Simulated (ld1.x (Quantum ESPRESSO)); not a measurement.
## What one change does to a pseudopotential (N (Z = 7), PAW)

ld1.x (Quantum ESPRESSO) 7.5 input, shortened:

```
&input
   title='N', zed=7., rel=1, dft='PBE', iswitch=3,
   config='[He] 2s2 2p3 3d-2'
 /
 &inputp
   pseudotype=3, lpaw=.true., tm=.true., lloc=-1, rcloc=1.30,
   nlcc=.true., new_core_ps=.true., rcore=0.55,
   which_augfun='GAUSS', rmatch_augfun=1.00
 /
6
2S  1  0   2.00   0.00  1.05  1.10  0.0
2S  1  0   0.00  -0.75  1.05  1.10  0.0
2P  2  1   3.00   0.00  1.15  1.40  0.0
2P  2  1   0.00   1.00  1.15  1.40  0.0
3D  3  2  -2.00  -0.15  1.00  1.15  0.0
3D  3  2  -2.00   1.00  1.00  1.15  0.0
 &test
   configts(1)='2s2 2p3'
 /
```

Change: waves 2p (bound): rcut 1.15, rcutus 1.78 bohr; 2p channel at 1 Ry: rcut 1.15, rcutus 1.78 bohr.

Cutoffs: the cutoffs (Ry, on a coarse ladder) from which the occupation-weighted sum of valence levels, in a spherical-Bessel basis at the reference potential, stays within 10 and 1 mRy of its value at 400 Ry; they do not see the model core or the augmentation charge, which bear on the density cutoff. Errors are all-electron minus pseudo energies relative to the spin-unpolarised reference configuration.

Question: What does the change do?

Answer: The potential gets softer (35 Ry and 50 Ry → 21 Ry and 35 Ry); of the 7 tests that both files solve, the error grows in 4 and shrinks in 0 by more than 15 % and 0.3 meV (median size 0.7 → 1.4 meV); neither file shows a bound ghost. A larger radius leaves more room for a smooth pseudo-wave, so fewer plane waves are needed. More of the atom is replaced by a form fitted at one configuration, so other configurations suffer.

| quantity | base | changed |
| --- | --- | --- |
| cutoff, loose | 35 Ry | 21 Ry |
| cutoff, tight | 50 Ry | 35 Ry |
| loose cutoff by channel (10 mRy a level) | s 10 Ry, p 35 Ry | s 10 Ry, p 18 Ry |
| bound ghosts | none | none |
| error for 2s2 2p2, meV [ΔE 13.59 eV] | -0.7 | -0.9 |
| error for 2s2 2p1, meV [ΔE 42.45 eV] | -3.7 | -5.4 |
| error for 2s2 2p0, meV [ΔE 89.53 eV] | +2.5 | -3.0 |
| error for 2s2 2p2.5, meV [ΔE 5.09 eV] | -0.2 | -0.3 |
| error for 2s1 2p3, meV [ΔE 25.37 eV] | -1.0 | -2.2 |
| error for 2s1 2p4, meV [ΔE 11.51 eV] | -0.1 | -0.2 |
| error for 2s0 2p5, meV [ΔE 23.04 eV] | +0.1 | -1.4 |
| lowest overlap eigenvalue by channel | s 0.56, p 0.90, d 0.98 | s 0.56, p 0.78, d 0.98 |
